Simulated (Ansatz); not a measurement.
`CC1=C[Se]1` → `C1=C[Se]1` + `[CH2]` (triplet) at 400 K and 1 bar (formal loss of a carbene).

Program: Ansatz. Geometries: PBE0-D4/def2-TZVP. ΔE: electronic, gas phase. CBS: MP2 limit from def2 TZ/QZ plus the TZ coupled-cluster correction, frozen cores. This one scheme is used for every species. Triplets are unrestricted, without spin–orbit coupling. For Se outer-core shells are correlated without core-valence functions, which leaves a few kJ/mol of doubt a bond. Scalar relativity is left out up to krypton.

```json
{"species": "`CC1=C[Se]1`", "CCSD(T)/CBS energy (Eh)": "-2517.18393", "H − E (kJ/mol)": "175.0", "S (J/(mol·K))": "332.3"}
{"species": "`C1=C[Se]1`", "CCSD(T)/CBS energy (Eh)": "-2477.91098", "H − E (kJ/mol)": "93.4", "S (J/(mol·K))": "283.8"}
{"species": "`[CH2]` (triplet)", "CCSD(T)/CBS energy (Eh)": "-39.09499", "H − E (kJ/mol)": "59.0", "S (J/(mol·K))": "205.7"}
```

H − E and S are ideal-gas, rigid-rotor, harmonic terms from PBE0-D4/def2-TZVP, with the whole ground term of open shells counted as degenerate. 1 Eh = 2625.50 kJ/mol, R = 8.31446 J/(mol·K).

Q: By hand: ΔE, ΔH, ΔS and ΔG.

A: ΔE = (-2477.91098) + (-39.09499) − (-2517.18393) = 0.17796 Eh = 467.2 kJ/mol. Δ(H − E) = 93.4 + 59.0 − 175.0 = -22.6, so ΔH = 444.6 kJ/mol. ΔS = 283.8 + 205.7 − 332.3 = 157.2 J/(mol·K). ΔG = 444.6 − 400 × (157.2)/1000 = 381.7 kJ/mol.

Q: By hand: the equilibrium constant, and the temperature at which ΔG would vanish if ΔH and ΔS stayed fixed.

A: log₁₀ K = −ΔG/(RT ln 10) = -49.8. ΔG = 0 at ΔH/ΔS = 2828 K, far beyond where these terms or the molecules hold.

The number of gas molecules changes by +1, which sets the sign of ΔS. A doubt of 5 kJ/mol in ΔE shifts log₁₀ K by 0.7 here. A triplet takes part, so the spin changes. These are equilibria of isolated gas molecules and say nothing of rates. Largest T1 diagnostic: 0.011 (customary marks: 0.02 for closed shells, 0.045 for open ones).
